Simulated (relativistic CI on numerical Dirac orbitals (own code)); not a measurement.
# Ar3+: from the plainest model towards the measured levels

Calculated with a relativistic CI code on KLI orbitals (one set per configuration, finite nucleus), adding one ingredient at a time: step 1, Dirac-Coulomb, each configuration alone; step 2, with Breit and QED terms; step 3, with configuration mixing; step 4, with scaled Slater integrals (0.85); step 5, with a P86 correlation estimate; step 6, tied to the ionisation limit. P86 is a density functional for the correlation energy, evaluated here for each configuration and added to its levels. Step 6 is semi-empirical: configurations made of the next ion and one excited electron move by -8737 cm⁻¹, so that their limit matches the tabulated ionisation energy, and those with a non-penetrating f or g electron also take the P86 value of the least penetrating other one.

Configurations in the expansion (outside the closed core [Ne]): 3s²3p³, 3s3p⁴, 3s²3p²3d, 3s²3p²4s, 3s²3p²4p, 3p⁵, 3s3p³3d, 3s²3p²4d, 3p⁴3d, 3s²3p3d4p, 3s²3p²5s, 3s²3p²4f, 3s²3p3d², 3s²3d³, 3s²3d²4s, 3s²3d²4p, 3s3p3d³, 3s²3d²4d, 3p³3d², 3p²3d³, 3p²3d²4s, 3p²3d²4p, 3p²3d²4d, 3s²3p3d4s, 3s²3d4s², 3s²3d4s4p, 3s3p3d²4s, 3s²3d4s4d, 3s²3p4s², 3s²4s²4p, 3s3p3d4s², 3s²4s²4d.

Computed minus measured energy above the ground level, in cm⁻¹, for 16 of the 48 excited levels that pair in every step (one J of a term; a digit in brackets numbers repeated terms):

```
Configuration  Term    J  Measured  Step 1  Step 2  Step 3  Step 4  Step 5  Step 6
       3s²3p³   2D°  3/2     21091    4653    4663    3288    -206    -199    -201
       3s²3p³   2P°  1/2     34855    8206    8212    3566   -1421   -1404   -1405
        3s3p⁴    4P  5/2    117563    8493    8405    7983    9721   10353    9150
        3s3p⁴    2D  3/2    145921   30594   30493    9337    8193    8928    6519
     3s²3p²3d    2P  3/2    166356   25174   25074   11716    9288   10237    4866
        3s3p⁴    2S  1/2    177832   24557   24466   16391    8704    9413    7043
     3s²3p²3d    4F  3/2    180682   -1219   -1281   11592    9371   10579    1941
     3s²3p²3d    4D  1/2    187290      89      12   13848   10336   11539    2896
     3s²3p²3d    2G  7/2    207761    3732    3619   16180    9482   10687    2057
     3s²3p²4s    4P  1/2    250215    -487    -464   13642    7889   12816    4168
     3s²3p²4s    2P  1/2    256088    1342    1351   14461    7816   12767    4177
     3s²3p²4s    2D  5/2    267741    3535    3498   17033    8412   13339    4703
     3s²3p²4p   4D°  1/2    285956   -1501   -1502   12880    7502   12824    3714
     3s²3p²4p   4P°  1/2    289122    -868    -900   14037    7970   13350    4693
     3s²3p²4p   2D°  3/2    290252     690     662   14698    8439   13827    5187
     3s²3p²4p   4S°  3/2    291744     942     881   16408    9645   15032    6347
```

Mean absolute errors in cm⁻¹, over all paired levels and for the configurations:

| Configuration, levels | Step 1 | Step 2 | Step 3 | Step 4 | Step 5 | Step 6 |
| --- | --- | --- | --- | --- | --- | --- |
| all, 48 | 5229 | 5224 | 13373 | 8213 | 10995 | 4250 |
| 3s²3p³, 4 | 6432 | 6431 | 3419 | 810 | 798 | 799 |
| 3s3p⁴, 6 | 18576 | 18468 | 9829 | 9039 | 9718 | 7915 |
| 3s²3p²3d, 17 | 5031 | 5065 | 15372 | 9802 | 10966 | 3250 |
| 3s²3p²4s, 7 | 1598 | 1587 | 14857 | 8035 | 12968 | 4336 |
| 3s²3p²4p, 14 | 1222 | 1213 | 14564 | 8134 | 13503 | 4838 |

Measured levels: Saloman, J. Phys. Chem. Ref. Data 39, 033101 (2010).

The mean absolute error is lowest at step 6 (4250 cm⁻¹), and the largest single drop is from step 5 to 6 (10995 to 4250). Terms of the ground configuration are off by 6432 at first, 3419 with mixing and 810 after scaling, which stands in for the correlation that narrows term splittings. Mixing lowers the ground level by 18548, with 3s3p³3d as its largest admixture; relative to it the configurations that move most are 3s²3p²4p by +14426, 3s²3p²3d by +13658, 3s²3p²4s by +13654. Configurations whose own partners of that kind are not in the list rise by much of that lowering, so a short list can trade one imbalance for another. The P86 estimate moves 3s²3p²4p by +5368, 3s²3p²4s by +4932, 3s²3p²3d by +1164, and takes the mean absolute error of the excited configurations from 8886 to 11922; it adds to levels that were already too high. Step 6 takes that error from 11922 to 4564; the error more than halves for 3s²3p²3d, 3s²3p²4s, 3s²3p²4p.
